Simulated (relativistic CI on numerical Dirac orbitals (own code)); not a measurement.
# Hyperfine structure of Sb XVIII, mass number 125

Method of calculation: Dirac-Coulomb-Breit CI, KLI orbitals optimised for each configuration, QED by a radiative potential, unscaled Slater integrals (own radial code, finite nucleus).

CI space (outside the closed core [Ar] 3d10): 4s²4p⁴, 4s4p⁵, 4p⁶, 4s²4p³4d, 4s4p⁴4d, 4s²4p³4f, 4s4p⁴4f, 4p⁵4d, 4s4p³4d², 4s²4p²4d4f, 4s²4p³5s, 4p⁵4f, 4p⁴4d², 4p³4d³, 4p³4d²4f, 4p³4d²5s. Double excitations out of closed p, d and f shells are left out; levels of such configurations are missing from the list, as are those of other unlisted configurations, and high levels can miss mixing partners.

Nuclear spin I = 7/2, μ = 2.63 μN (tables of Stone and Pyykkö). The electronic factors are computed for point nuclear moments, without core polarisation or the Bohr-Weisskopf and QED corrections.

| Level | E (eV) | A (MHz) |
| --- | --- | --- |
| 4s²4p⁴ ³P2 | 0.0000 | 8000 |
| 4s²4p⁴ ³P1 | 10.2652 | -2388 |
| 4s²4p⁴ ¹D2 | 13.0953 | 19120 |
| 4s4p⁵ ³P°2 | 53.5412 | 44050 |
| 4s4p⁵ ³P°1 | 58.0526 | 90.31 |
| 4s²4p³4d ⁵D°1 | 72.7002 | 2189 |
| 4s²4p³4d ⁵D°4 | 73.5148 | 2426 |

Levels with J = 0, under 50 % of one LS term, or S terms without an open s electron are left out. Small factors come from cancelling terms and can be off by tens of per cent or more.

At this charge energies of transitions that change n are usually good to better than 1 %, and those within a shell (Δn = 0) to a few per cent.

**Question.** Give the hyperfine levels of 4s²4p⁴ ³P2 relative to its centre of gravity.

**Answer.** With K = F(F + 1) − I(I + 1) − J(J + 1), E = AK/2: F = 3/2: -72000, F = 5/2: -52000, F = 7/2: -24000, F = 9/2: 12000, F = 11/2: 56000 MHz.

LS names give the leading component of a level, which can be under half, so a name can repeat, a term be missing and a line seem to break the LS rules.
